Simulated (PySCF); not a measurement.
GeFCl2Br, SMILES [F][Ge]([Cl])([Cl])[Br]. Geometry optimised at PBE0-D3(BJ)/def2-SVP.

Computed with PBE0-D3(BJ)/def2-SVP in PySCF.

Harmonic wavenumbers (cm⁻¹): 111, 122, 158, 197, 209, 324, 444, 476, 747. Rotational constants (GHz): 1.615, 0.9939, 0.8080; symmetry number 1.

Task: Work out the zero-point energy and the ideal-gas rigid-rotor harmonic-oscillator thermochemistry at 298.15 K and 1 atm.

Result: ZPE = ½ Σ hcν = ½ × 2788 cm⁻¹ = 16.68 kJ/mol. H − E(el) = 37.48 kJ/mol. Entropy in J/(mol K): translation 177.22, rotation 125.08, vibration 67.73, total 370.03. G − E(el) = -72.85 kJ/mol. Cp = 93.85 J/(mol K). Modes under 150 cm⁻¹ make the vibrational entropy uncertain.
